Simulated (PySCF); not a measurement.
Mg₂O, SMILES [Mg][O][Mg] (connectivity only; charge and spin as stated), neutral, multiplicity 1. Heavy atoms are numbered as in [Mg:1][O:2][Mg:3].

Coordinates come from a PBE0-D3(BJ)/def2-TZVP optimisation.

All values below come from KT2/pcSseg-2 run with PySCF.

GIAO shieldings, no solvent; atoms alike by connectivity are averaged. δ = σ(ref) − σ: ¹⁷O against H2O (σ = 324.0 ppm), references at their B3LYP-D3(BJ)/def2-TZVP geometries, non-relativistic.

| nucleus | atoms | count | δ (ppm) |
|---|---|---|---|
| ¹⁷O | O2 | 1 | -67.9 |
